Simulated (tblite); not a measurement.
A geometry optimisation, step by step.

C6H10F3P.
Atom-mapped SMILES: `[CH3:1][C@@H:2]1[CH2:3][PH:4][C@H:5]([C:6]([F:7])([F:8])[F:9])[CH2:10]1` (hydrogens: H11, H12, H13 on C1; H14 on C2; H15, H16 on C3; H17 on P4; H18 on C5; H19, H20 on C10)

Computed with GFN2-xTB (tblite), gas phase: L-BFGS steps from a force-field or distance-geometry start until the largest atomic force falls under 0.01 eV/Å. 6 of its 101 geometries are shown.

Step 0: E = -942.9509 eV, largest atomic force 3.054 eV/Å
```
atom  x, y, z in Å  |  force x, y, z in eV/Å
C1      2.437    0.348   -0.500    0.668   0.203  -0.191
C2      1.095    0.178    0.156    0.335   0.829   0.200
C3      0.966   -1.110    0.939   -1.159   1.333   1.585
P4     -0.913   -1.197    1.098   -1.186  -2.806   0.211
C5     -1.239    0.330    0.107    0.324  -0.039   0.354
C6     -2.586    0.266   -0.544   -0.883   0.327   0.372
F7     -2.746   -0.798   -1.400    0.049   1.584   0.998
F8     -2.884    1.454   -1.207    0.113  -1.684   0.519
F9     -3.517    0.144    0.475    0.418   0.043  -1.343
C10    -0.062    0.246   -0.820    0.672   1.656  -0.952
H11     2.614   -0.521   -1.162    0.093   0.713   0.155
H12     3.208    0.358    0.290   -0.141   0.028  -0.511
H13     2.467    1.320   -1.052    0.158  -0.979   0.298
H14     0.917    1.032    0.869    0.445  -0.547  -0.436
H15     1.313   -0.925    1.970    0.438  -0.598  -0.392
H16     1.383   -1.990    0.473   -0.043  -0.106   0.008
H17    -1.334   -0.915    2.456    0.774   0.662  -0.635
H18    -1.098    1.196    0.771   -0.682   0.182  -0.424
H19    -0.081   -0.591   -1.510   -0.132  -0.210   0.059
H20     0.054    1.186   -1.413   -0.260  -0.591   0.125
```

Step 20: E = -943.8857 eV, largest atomic force 0.243 eV/Å
```
atom  x, y, z in Å  |  force x, y, z in eV/Å
C1      2.478    0.290   -0.496    0.031   0.024  -0.018
C2      1.120    0.268    0.193   -0.006  -0.101   0.089
C3      0.890   -1.035    0.970   -0.084  -0.084   0.107
P4     -0.966   -1.331    1.143    0.221   0.074   0.069
C5     -1.284    0.244    0.140    0.046  -0.016   0.129
C6     -2.620    0.216   -0.551    0.012   0.008   0.007
F7     -2.767   -0.786   -1.426    0.036  -0.029   0.069
F8     -2.860    1.351   -1.235   -0.003   0.016  -0.045
F9     -3.618    0.109    0.347    0.005  -0.078  -0.092
C10    -0.065    0.361   -0.767    0.006   0.055  -0.020
H11     2.601   -0.552   -1.170   -0.061  -0.099   0.013
H12     3.273    0.265    0.243    0.042  -0.087   0.061
H13     2.606    1.196   -1.077   -0.083   0.141  -0.049
H14     1.075    1.111    0.893   -0.022   0.007  -0.071
H15     1.353   -1.029    1.958    0.012   0.006  -0.033
H16     1.328   -1.871    0.415   -0.128  -0.015   0.008
H17    -1.120   -0.697    2.394    0.040  -0.042  -0.141
H18    -1.324    1.097    0.824   -0.028   0.094  -0.018
H19    -0.037   -0.482   -1.461   -0.015   0.014  -0.042
H20    -0.068    1.286   -1.339   -0.021   0.111  -0.022
```

Step 40: E = -943.9763 eV, largest atomic force 0.141 eV/Å
```
atom  x, y, z in Å  |  force x, y, z in eV/Å
C1      2.425    0.188   -0.557    0.033  -0.007  -0.008
C2      1.133    0.273    0.248    0.011   0.036   0.017
C3      0.836   -1.058    0.946   -0.040   0.022  -0.010
P4     -0.980   -1.137    1.352   -0.007  -0.092   0.106
C5     -1.332    0.357    0.248   -0.036   0.018  -0.051
C6     -2.529    0.059   -0.624    0.000   0.006  -0.081
F7     -2.325   -1.018   -1.397   -0.058  -0.099   0.054
F8     -2.821    1.063   -1.472    0.002   0.076   0.032
F9     -3.651   -0.173    0.076    0.106  -0.006   0.030
C10    -0.089    0.595   -0.614    0.014   0.006  -0.005
H11     2.378   -0.621   -1.282   -0.070  -0.012  -0.034
H12     3.263   -0.009    0.106    0.026   0.026   0.019
H13     2.620    1.113   -1.094   -0.044   0.039   0.045
H14     1.236    1.059    1.003   -0.002   0.029   0.034
H15     1.420   -1.190    1.859   -0.004  -0.041  -0.077
H16     1.069   -1.887    0.272   -0.021  -0.028   0.006
H17    -0.893   -0.369    2.525    0.013   0.031  -0.046
H18    -1.576    1.226    0.865   -0.039   0.035  -0.047
H19    -0.120   -0.078   -1.473    0.064  -0.045  -0.003
H20    -0.072    1.618   -0.989    0.050   0.008   0.020
```

Step 60: E = -944.0184 eV, largest atomic force 0.094 eV/Å
```
atom  x, y, z in Å  |  force x, y, z in eV/Å
C1      2.369    0.150   -0.579    0.008  -0.015   0.021
C2      1.134    0.249    0.308   -0.022   0.048  -0.051
C3      0.726   -1.102    0.897    0.064   0.011  -0.068
P4     -0.994   -0.913    1.556    0.002  -0.001   0.023
C5     -1.358    0.423    0.267   -0.034  -0.017   0.058
C6     -2.427   -0.101   -0.664    0.039  -0.010   0.008
F7     -2.049   -1.232   -1.283    0.000   0.036   0.021
F8     -2.743    0.774   -1.637   -0.005  -0.028  -0.006
F9     -3.573   -0.386   -0.028    0.039   0.038   0.021
C10    -0.068    0.748   -0.499   -0.058  -0.015  -0.018
H11     2.192   -0.559   -1.386    0.026   0.011   0.013
H12     3.232   -0.185   -0.009    0.010  -0.005   0.029
H13     2.601    1.118   -1.019   -0.003  -0.022   0.035
H14     1.321    0.952    1.127    0.044   0.002   0.014
H15     1.397   -1.439    1.689   -0.011   0.013  -0.014
H16     0.718   -1.869    0.117   -0.030  -0.015  -0.007
H17    -0.632    0.038    2.528   -0.004  -0.032  -0.018
H18    -1.771    1.299    0.773   -0.066   0.020  -0.034
H19    -0.079    0.228   -1.460   -0.026  -0.009  -0.018
H20     0.000    1.818   -0.698    0.025  -0.011  -0.007
```

Step 80: E = -944.0269 eV, largest atomic force 0.015 eV/Å
```
atom  x, y, z in Å  |  force x, y, z in eV/Å
C1      2.384    0.152   -0.559   -0.007   0.004   0.008
C2      1.126    0.253    0.293   -0.003  -0.010   0.007
C3      0.702   -1.105    0.853    0.003  -0.008   0.004
P4     -0.993   -0.883    1.564    0.013   0.002   0.005
C5     -1.361    0.448    0.270    0.002   0.007   0.000
C6     -2.418   -0.123   -0.643   -0.007   0.009  -0.003
F7     -2.028   -1.282   -1.201   -0.003  -0.010   0.003
F8     -2.738    0.694   -1.663   -0.004   0.005  -0.014
F9     -3.562   -0.381    0.007   -0.007   0.005  -0.002
C10    -0.074    0.768   -0.507    0.000   0.001   0.002
H11     2.230   -0.539   -1.385    0.002   0.008   0.007
H12     3.218   -0.207    0.040    0.004   0.006  -0.013
H13     2.646    1.125   -0.968    0.005  -0.005   0.006
H14     1.313    0.939    1.128   -0.002  -0.011  -0.001
H15     1.384   -1.481    1.615    0.006  -0.005  -0.002
H16     0.641   -1.848    0.052    0.009  -0.002   0.002
H17    -0.587    0.060    2.524    0.002   0.005  -0.008
H18    -1.797    1.328    0.749   -0.003   0.001   0.004
H19    -0.099    0.256   -1.472   -0.004  -0.007   0.000
H20     0.008    1.837   -0.699   -0.007   0.006  -0.004
```

Step 100: E = -944.0280 eV, largest atomic force 0.008 eV/Å
```
atom  x, y, z in Å  |  force x, y, z in eV/Å
C1      2.398    0.173   -0.544    0.000   0.001   0.001
C2      1.125    0.249    0.288    0.002   0.003  -0.001
C3      0.718   -1.113    0.849    0.002   0.004  -0.001
P4     -0.988   -0.908    1.544   -0.004  -0.005   0.004
C5     -1.356    0.437    0.262   -0.001  -0.003   0.000
C6     -2.444   -0.101   -0.635    0.002  -0.004  -0.003
F7     -2.104   -1.279   -1.185    0.004  -0.001   0.002
F8     -2.743    0.718   -1.660    0.007   0.004   0.000
F9     -3.591   -0.307    0.028    0.001   0.003   0.002
C10    -0.074    0.735   -0.530    0.002  -0.001   0.001
H11     2.269   -0.516   -1.376    0.002   0.004   0.005
H12     3.229   -0.173    0.066    0.000  -0.003  -0.007
H13     2.649    1.153   -0.943    0.000  -0.004  -0.002
H14     1.284    0.942    1.122   -0.003   0.000   0.002
H15     1.396   -1.476    1.622    0.000   0.001  -0.004
H16     0.679   -1.862    0.053   -0.003   0.000  -0.003
H17    -0.592    0.028    2.515   -0.004   0.000   0.001
H18    -1.763    1.324    0.757    0.001   0.003  -0.001
H19    -0.100    0.187   -1.476   -0.004  -0.004   0.005
H20     0.003    1.797   -0.760   -0.005  -0.002   0.000
```

Problem. Summarise the path.

Solution. The energy falls by 103.92 kJ/mol from step 0 to step 100; nine tenths of that is first reached at step 29. It falls at every step. The largest force goes from 3.054 to 0.008 eV/Å. Among the bonds C6–F8 changes most, from 1.393 to 1.346 Å; the atoms move by 0.633 Å rms after alignment.

Problem. Follow the three bonds and two angles with the largest change from start to end.

Solution. 
```
step  E above end (kJ/mol)  largest force (eV/Å)  C6–F8 (Å)  P4–H17 (Å)  C6–F9 (Å)  C3–P4–H17 (°)  C5–P4–H17 (°)
   0                103.92                 3.054      1.393       1.450      1.385          111.1          106.9
   4                 30.44                 0.452      1.344       1.422      1.344          101.4           98.0
   9                 20.05                 0.211      1.345       1.393      1.344           97.3           95.4
  13                 16.97                 0.138      1.347       1.401      1.347           97.3           94.0
  17                 15.24                 0.123      1.347       1.402      1.345           97.3           93.9
  22                 12.51                 0.162      1.349       1.407      1.346           96.7           94.6
  26                 11.11                 0.152      1.349       1.399      1.344           96.5           94.0
  30                  9.55                 0.201      1.348       1.406      1.346           96.0           94.2
  35                  6.44                 0.197      1.348       1.399      1.340           95.6           93.3
  39                  5.27                 0.130      1.347       1.407      1.342           95.6           93.8
  43                  4.21                 0.178      1.346       1.398      1.341           95.7           93.3
  48                  2.84                 0.122      1.348       1.407      1.342           95.4           93.5
  52                  2.05                 0.082      1.345       1.403      1.342           95.2           93.0
  57                  1.38                 0.089      1.348       1.407      1.341           94.8           92.6
  61                  0.82                 0.080      1.346       1.405      1.341           94.2           92.3
  65                  0.51                 0.061      1.346       1.404      1.340           94.3           92.1
  70                  0.35                 0.029      1.346       1.406      1.340           94.1           92.5
  74                  0.24                 0.040      1.346       1.404      1.340           94.2           92.7
  78                  0.13                 0.027      1.345       1.406      1.341           94.5           92.9
  83                  0.10                 0.016      1.345       1.405      1.341           94.4           92.9
  87                  0.07                 0.021      1.345       1.405      1.341           94.4           92.7
  91                  0.04                 0.021      1.345       1.405      1.341           94.3           92.6
  96                  0.01                 0.016      1.345       1.405      1.341           94.2           92.7
 100                  0.00                 0.008      1.346       1.405      1.341           94.2           92.8
```

What follows is the cost of the whole relaxation. Hardware: an Arm Neoverse V1 with one thread (shared host). Cost: 0.85 s wall.
